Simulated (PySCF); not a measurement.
## RhH₃, singlet: computed properties

Level of theory: PBE0/[Rh x2c-TZVPall, H x2c-TZVPall], spin-free X2C, density fitting, no spin–orbit coupling, PySCF.

The structure is a higher-order saddle point with 2 imaginary modes.

```
Point group                                                                   : C2v
Bond lengths                                                                  : Rh–H 1.532 Å, Rh–H 1.536 Å (×2)
Bond angles                                                                   : H–Rh–H 48.3° (×2), H–Rh–H 96.6°
Highest occupied level                                                        : -5.36 eV
Dipole moment                                                                 : 1.80 D
Lowest empty level                                                            : -1.88 eV
Principal quadrupole moments (Buckingham, traceless) about the centre of mass : -4.65, 0.26, 4.39 D Å
Rotational constants                                                          : 6.363, 3.878, 2.409 cm⁻¹
Zero-point energy (real modes)                                                : 44.7 kJ/mol
Principal polarisabilities                                                    : 32.4, 44.4, 45.7 bohr³
```

Harmonic modes (masses in u: Rh 102.906, H 1.008):
| symmetry | ω (cm⁻¹) | IR (km/mol) |
| --- | --- | --- |
| b2 | 658i | – |
| b1 | 654i | – |
| a1 | 826 | 38.3 |
| b2 | 2189 | 119 |
| a1 | 2211 | 4.1 |
| a1 | 2250 | 8.4 |

In C2v the vibrations span 2b2 + b1 + 3a1. Here b1 is antisymmetric to the molecular plane and b2 lies in it.

Charges (e):
```json
{"atom": "Rh1", "Mulliken": "-0.10", "Löwdin": "-0.23", "polar tensor": "0.16", "Mayer order to Rh1": "–"}
{"atom": "H2", "Mulliken": "0.06", "Löwdin": "0.10", "polar tensor": "0.08", "Mayer order to Rh1": "0.65"}
{"atom": "H3,4", "Mulliken": "0.02", "Löwdin": "0.06", "polar tensor": "-0.12", "Mayer order to Rh1": "0.84"}
```

Mulliken populations on Rh1: s 8.50, p 18.10, d 18.50, f 0.00.

Outer orbital energies (eV). occupied: -12.78, -10.28, -8.01, -6.52, -6.19, -5.36; empty: -1.88, -1.64, 0.08, 1.86.

Stability towards spin polarisation was not tested. Only a few start shapes were tried, so a lower isomer may exist. At this level a singlet minimum of C3v symmetry lies 83 kJ/mol below this structure.

The final relaxation and frequency run took about 2.9 core-minutes on a shared host.
